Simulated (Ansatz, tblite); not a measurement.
Removing and adding an electron: [V(H2S)(H2O)5]2+ (VSO₅H₁₂²⁺). Charge 2, multiplicity 4. Geometry: r2SCAN-D4/def2-SVP. Ansatz, gas phase; energy differences of separate SCF runs; the oxidised species was run as a triplet alone; the reduced species was run as a quintet alone.

```xyz
19

V     0.009   -0.015   -0.032
S    -2.181    1.341   -0.146
H    -3.055    0.945    0.811
H    -2.014    2.582    0.372
O     1.797   -1.164   -0.115
H     2.684   -0.837   -0.336
H     1.868   -2.128   -0.025
O     0.407    0.241    2.044
H    -0.089    0.718    2.727
H     1.180   -0.144    2.487
O    -0.285   -0.341   -2.116
H    -1.017   -0.018   -2.667
H     0.297   -0.847   -2.705
O     1.220    1.678   -0.474
H     1.324    2.091   -1.346
H     1.594    2.302    0.168
O    -1.002   -1.843    0.376
H    -1.495   -2.372   -0.271
H    -1.241   -2.190    1.249
```

The xTB rows come from tblite.

| level | −HOMO (eV) | vertical IE (eV) | −LUMO (eV) | vertical EA (eV) | HOMO–LUMO gap (eV) | IE − EA (eV) |
| --- | --- | --- | --- | --- | --- | --- |
| GFN1-xTB | – | 20.48 | – | 12.91 | – | 7.57 |
| GFN2-xTB | – | 19.95 | – | 11.63 | – | 8.32 |
| r2SCAN-D4/def2-TZVP | 12.13 | 15.76 | 8.98 | 6.68 | 3.15 | 9.08 |

Task: Estimate the rows for PBE-D4/def2-TZVP, PBE0-D4/def2-TZVP.

Result: 
```tsv
level	−HOMO (eV)	vertical IE (eV)	−LUMO (eV)	vertical EA (eV)	HOMO–LUMO gap (eV)	IE − EA (eV)
PBE-D4/def2-TZVP	11.65	15.44	9.62	7.10	2.03	8.34
PBE0-D4/def2-TZVP	13.76	15.94	7.95	6.65	5.81	9.30
```

Relaxing the oxidised species (r2SCAN-D4/def2-SVP) changes its energy by -0.30 eV at PBE-D4/def2-TZVP, so the adiabatic ionisation energy to this nearest minimum is 15.14 eV. At PBE0-D4/def2-TZVP it is 15.62 eV.  Relaxing the reduced species (r2SCAN-D4/def2-SVP) changes its energy by -0.28 eV at PBE-D4/def2-TZVP, so the adiabatic electron affinity to this nearest minimum is 7.39 eV. On the way the bond S2–H3 breaks. At PBE0-D4/def2-TZVP it is 7.10 eV.     HOMO and LUMO are the levels of the spin that leaves or enters (xTB has no such levels and no spin-polarisation term). Other spin states of the ions may lie lower, which would lower the ionisation energy or raise the affinity. Raw xTB energy differences between charge states are shifted by several eV; the methods need an empirical correction for them.
